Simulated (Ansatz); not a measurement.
Relaxation of ClF$_{5}$H$_{2}$OW (10 atoms, charge 0, multiplicity 1), to a largest force component of 0.03 eV/Å in at most 50 steps.

Level of theory: Ansatz, RKS BHLYP-D4/def2-SVP.

```xyz
10
Properties=species:S:1:pos:R:3:forces:R:3
W 0.232 0.357 -0.284 0.48 0.23 -0.16
F -0.377 -0.199 2.671 0.04 -0.09 0.59
F 1.775 0.218 -1.292 0.01 0.00 0.02
O -0.172 1.919 -1.103 -0.07 0.27 0.01
H -0.227 2.853 -1.297 0.03 -0.08 -0.04
F -1.429 0.324 0.484 0.00 -0.01 0.00
F 0.793 -1.137 0.627 0.01 0.02 0.02
F -0.491 -0.722 -1.594 -0.01 0.02 0.04
Cl 1.423 1.618 1.330 -0.33 -0.33 -0.45
H 0.481 -0.111 2.985 -0.16 -0.03 -0.04
```

Q: Where does it end, and by what steps?

A: The run converged. The force dipped under the threshold on the way, but the program's further checks kept it going. After 24 steps the energy has fallen by 0.295 eV; H10 moved furthest, 0.97 Å.

```tsv
step	energy less start (eV)	largest force component (eV/Å)	accepted
0	0.0000	0.593	yes
1	-0.1118	0.703	yes
2	-0.1450	1.269	yes
3	-0.1674	0.510	yes
4	-0.1614	1.562	no
5	-0.1788	0.232	yes
6	-0.1874	0.547	yes
7	-0.1836	1.570	no
8	-0.1981	0.479	yes
9	-0.2096	0.485	yes
10	-0.2209	0.560	yes
11	-0.2235	1.318	yes
12	-0.2648	0.370	yes
13	-0.2780	0.192	yes
14	-0.2820	0.280	yes
15	-0.2804	0.528	no
16	-0.2924	0.098	yes
17	-0.2941	0.020	yes
18	-0.2936	0.272	no
19	-0.2947	0.101	yes
20	-0.2947	0.112	yes
21	-0.2949	0.077	yes
22	-0.2947	0.061	no
23	-0.2951	0.076	yes
24	-0.2952	0.012	yes
```

```xyz
10
Properties=species:S:1:pos:R:3
W 0.286 0.596 -0.263
F -0.102 -0.531 3.336
F 1.887 0.248 -1.106
O -0.102 1.963 -1.375
H -0.338 2.661 -1.981
F -1.328 0.733 0.607
F 0.655 -0.871 0.838
F -0.497 -0.639 -1.396
Cl 1.319 1.927 1.267
H 0.229 -0.968 2.600
```

Whether the end is a true minimum wasn't checked by a vibrational analysis.

Run time: 76 s on 4 threads of Arm Neoverse V2 (shared host), peak memory 0.47 GiB.
